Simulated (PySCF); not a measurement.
H3IZr, multiplicity 1. Atoms are numbered in the order given.

```xyz
5

Zr     0.0000     0.0000     1.4736
I      0.0000     0.0000    -1.2301
H      1.5053     0.8691     2.0841
H     -1.5053     0.8691     2.0841
H      0.0000    -1.7381     2.0841
```

The structure is a stationary point at B3LYP-D3(BJ)/def2-TZVP. The multiplicity is an assumed one; no other spin state was optimised. The structure was generated by enumeration; whether it is a known compound was not checked. The def2 effective core potentials stand for the cores of I, Zr; spin–orbit coupling is left out.

Level of theory: PySCF with PBE/def2-TZVPD.

Isolated molecule, no solvent.

Task: Estimate the frontier levels, gap, dipole moment and polarisability. (An estimate is asked for; the answer gives what the named calculation found.)

Result: 
| Quantity | Result |
|---|---|
| highest occupied level | -7.18 eV |
| lowest empty level | -3.62 eV |
| orbital gap | 3.56 eV |
| dipole moment | 0.11 D |
| quadrupole, principal values (traceless, Buckingham form, about the centre of nuclear charge) | -1.80, -1.80, 3.60 D·Å |
| mean static polarisability | 90.6 bohr³ (13.42 Å³) |
| polarisability, principal values | 78.7, 78.7, 114.3 bohr³ |
